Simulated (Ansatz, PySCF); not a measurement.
This PySCF input computes a CAM-B3LYP/def2-TZVPD energy:

```python
from pyscf import gto, scf, dft

mol = gto.M(
    atom='''
    Si   -0.07811264    0.11617414   -0.03012990
    F    -0.29066030   -0.45160457    1.48483495
    F    -0.51950389   -1.21480240   -0.86460151
    O    -0.77850528    1.44149313   -0.39242964
    O     1.59524134    0.10734136   -0.19025134
    H     1.85116618    0.98054894   -0.49883466
    ''',
    basis='def2-tzvpd',
    charge=-1,
    spin=0,
    verbose=4,
)

mf = dft.RKS(mol, xc='camb3lyp').density_fit(auxbasis='def2-universal-jkfit')
mf.grids.level = 3
mf.conv_tol = 1e-9
mf.max_cycle = 100
mf.max_memory = 1500
mf.kernel()
if not mf.converged:
    mf = mf.newton()
    mf.kernel(mf.make_rdm1())
mf.analyze()
```

Q: Write an input for the same energy in Ansatz (a first-principles code) and say what it gives.

A: 
Ansatz 0.2 input:
```yaml
crystal:
  periodic: [false, false, false]
  atoms:
    - {symbol: Si, position_ang: [-0.07811264, 0.11617414, -0.03012990]}
    - {symbol: F, position_ang: [-0.29066030, -0.45160457, 1.48483495]}
    - {symbol: F, position_ang: [-0.51950389, -1.21480240, -0.86460151]}
    - {symbol: O, position_ang: [-0.77850528, 1.44149313, -0.39242964]}
    - {symbol: O, position_ang: [1.59524134, 0.10734136, -0.19025134]}
    - {symbol: H, position_ang: [1.85116618, 0.98054894, -0.49883466]}
basis:
  gaussian:
    orbitals: def2-TZVPD
hamiltonian:
  xc: {name: CAM-B3LYP}
total_charge: -1
output: {forces: true}
```
It gives -640.63362 Eh, and PySCF -640.63368 Eh, a difference of 0.06 mEh, from the treatment of integrals and grids.

It need not be the lowest isomer of its formula. Whether it binds its extra electron was not tested at this geometry.
